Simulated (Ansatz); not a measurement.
Scan of the C2–Te3 bond length

CHOTe (SMILES O=[C][TeH]), doublet, at its PBE0-D4/def2-TZVP minimum:

```xyz
4
angstrom
O -1.1279 0.3408 1.6397
C -0.3521 -0.1159 0.9436
Te 0.1826 0.4965 -1.3373
H 1.2973 -0.7214 -1.2461
```

The bond length C2–Te3 (2.421 Å at the minimum) is set to the values below, with the rest relaxed at PBE0-D4/def2-TZVP at each step. Each method's energies count from its own value at the PBE0-D4 minimum structure. Computed with Ansatz 0.2.0 (basis: def2-TZVPP); correlated methods freeze the cores; orbitals are unrestricted. Filled d shells of the heavier atoms are correlated. Core potentials replace the inner electrons of the atoms past krypton. The def2 sets are not built for correlating such inner shells, so the correlated values are less sure here. B3LYP uses VWN-RPA correlation.

| bond length (Å) | CCSD(T) (kcal/mol) | PBE0-D4 (kcal/mol) | r2SCAN-D4 (kcal/mol) | HF (kcal/mol) | PBE-D4 (kcal/mol) |
| --- | --- | --- | --- | --- | --- |
| 2.131 | 4.91 | 2.04 | 1.65 | 9.72 | 1.32 |
| 2.215 | 2.94 | 0.75 | 0.38 | 6.67 | 0.07 |
| 2.339 | 1.02 | 0.07 | -0.13 | 2.61 | -0.29 |
| 2.483 | -0.70 | 0.02 | 0.20 | -1.86 | 0.33 |
| 2.642 | -2.35 | 0.12 | 0.82 | -6.19 | 1.33 |
| 2.814 | -3.81 | 0.26 | 1.42 | -9.89 | 2.39 |
| 2.997 | -4.92 | 0.37 | 1.83 | -12.74 | 3.29 |
| 3.189 | -5.66 | 0.47 | 2.11 | -14.76 | 3.98 |
| 3.390 | -6.09 | 0.60 | 2.35 | -16.11 | 4.51 |

Largest difference from the CCSD(T) curve over the scan: B3LYP-D4 5.04; wB97M-V 0.55; MP2 1.08 kcal/mol. Each curve counts from its own value at the minimum.

No T1 diagnostic of these runs exceeds 0.020. ⟨S²⟩ of the unrestricted Hartree–Fock references: 0.76 to 0.81 (a pure state has 0.75). The unrestricted reference is spin-contaminated, which hurts MP2 most.

For scale, one of the runs: CCSD(T)/def2-TZVPP, 126 basis functions (an equivalent command: `ansatz run in.yaml --threads 2`). The run took 45 s on 2 CPU threads (shared host), with 1.8 GiB of host memory at its peak.
